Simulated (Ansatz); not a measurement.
Mulliken charges of `[F][GaH][O][SiH3]` from PBE/def2-TZVPP in Ansatz (PBE0-D4/def2-TZVP geometry).

```csv
atom,x (Å),y (Å),z (Å),charge (e)
F1,0.857,1.472,1.846,-0.340
Ga2,1.324,1.220,0.178,0.520
O3,0.322,0.025,-0.644,-0.339
Si4,-0.953,-0.946,-0.299,0.341
H5,2.493,1.984,-0.463,0.016
H6,-1.287,-1.717,-1.523,-0.066
H7,-0.619,-1.894,0.797,-0.066
H8,-2.137,-0.144,0.109,-0.066
```

By hand: the dipole of these point charges (1 e Å = 4.8032 D).

Σ q r = (0.270, 0.082, -0.385) e Å, of length 0.477 e Å = 2.29 D.

How does the dipole of the full density compare? (Estimate.)

The calculation gave: (0.238, 0.105, -0.261) e Å, 1.77 D; the point charges give 1.29 times that, at 10° from its direction.

Point charges leave out the atoms' own dipoles, such as those of lone pairs, and Mulliken's split depends on the basis, so the two needn't agree.
